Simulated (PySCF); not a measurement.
Input of a run (PBE0-D3(BJ)/def2-SVP geometry optimisation, gas phase (PySCF 2.14.0)), started from GFN2-xTB:
```
{"job": {"xc": "PBE0", "basis": "def2-SVP", "d3": "d3bj", "grid": 1, "kind": "geom"}, "charge": 0, "multiplicity": 1}
O     -0.087663     2.427581    -0.121102
C     -0.043625     1.207753    -0.061623
C     -1.256853     0.392613    -0.070763
C     -1.301087    -0.943525    -0.010177
S      0.073048    -1.984209     0.094251
C      1.367128    -0.840827     0.092609
C      1.225607     0.487995     0.022844
H     -2.182436     0.948722    -0.133035
H     -2.231730    -1.490778    -0.022078
H      2.334716    -1.315636     0.155253
H      2.108318     1.112982     0.027856
```

Output (energies in Eh, forces in Eh/bohr):
```
step   0  E = -665.57115327  max force = 0.009953
step   1  E = -665.57200839  max force = 0.002227
step   2  E = -665.57201481  max force = 0.000815
step   3  E = -665.57201706  max force = 0.000407
optimisation converged
```

Q: Summarise the run.

A: The energy falls by 0.024 eV over 4 energy and gradient evaluations, the largest force component goes from 0.0100 to 4.1e-04 Eh/bohr, and the atoms move by 0.013 Å rms after alignment. Among the bonds, C4–H9 and C6–H10 change most and about equally (+0.014 Å). Bonds longer at the end by more than 0.005 Å: 8 of 11; shorter: 0. The energy never rose by more than 1e-6 Eh on the way. The first step brought 99 % of the lowering.

Q: What are the final bond lengths?

A: O1=C2 1.221 Å, C2–C3 1.469 Å, C3–C4 1.350 Å, C4–S5 1.726 Å, S5–C6 1.725 Å, C6–C7 1.350 Å, C2–C7 1.469 Å, C3–H8 1.093 Å, C4–H9 1.093 Å, C6–H10 1.093 Å, C7–H11 1.093 Å. Numbering counts from 1 in the input's order; the species is 4H-thiopyran-4-one, `O=c1ccscc1`.

The run used 122 basis functions and 31 SCF cycles in all. The run took 24 s of wall time on Arm Neoverse V2, one thread, no GPU, shared host.

Not checked by PBE0-D3(BJ)/def2-SVP frequencies.
